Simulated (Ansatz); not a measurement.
Start from `ClB1CS1` and change one atom or group to get `[TeH]B1CS1`.

Ansatz, PBE0-D4/def2-TZVP geometries, multiplicity 1. 

Elements past krypton have def2 core potentials.

| property | `ClB1CS1` |
| --- | --- |
| LUMO energy (B3LYP/def2-TZVPP) / eV | -1.28 |
| ideal-gas entropy at 298 K and 1 bar (rigid rotor, harmonic PBE0-D4/def2-TZVP) / J/(mol·K) | 293 |
| HOMO–LUMO gap (PBE0/def2-TZVPP) / eV | 6.59 |
| HOMO energy (PBE/def2-TZVPP) / eV | -6.53 |
| LUMO energy (ωB97M-V/def2-TZVPP) / eV | 0.98 |
| LUMO energy (PBE/def2-TZVPP) / eV | -2.04 |

Question: Give the same properties after the change, and the shifts. (An estimate is asked.)

Answer: The calculation gave: 
| property | `[TeH]B1CS1` | shift |
| --- | --- | --- |
| LUMO energy (B3LYP/def2-TZVPP) / eV | -1.24 | 0.04 |
| ideal-gas entropy at 298 K and 1 bar (rigid rotor, harmonic PBE0-D4/def2-TZVP) / J/(mol·K) | 324 | 31 |
| HOMO–LUMO gap (PBE0/def2-TZVPP) / eV | 5.70 | -0.89 |
| HOMO energy (PBE/def2-TZVPP) / eV | -5.79 | 0.74 |
| LUMO energy (ωB97M-V/def2-TZVPP) / eV | 0.85 | -0.13 |
| LUMO energy (PBE/def2-TZVPP) / eV | -1.93 | 0.11 |

The zero-point energy changes by 15.8 kJ/mol with +3 modes.

B3LYP here is the variant with VWN-RPA as its local correlation; programs differ in this.

Spin–orbit coupling is left out; it splits and shifts lone-pair levels of the heavy atoms by tenths of an eV.
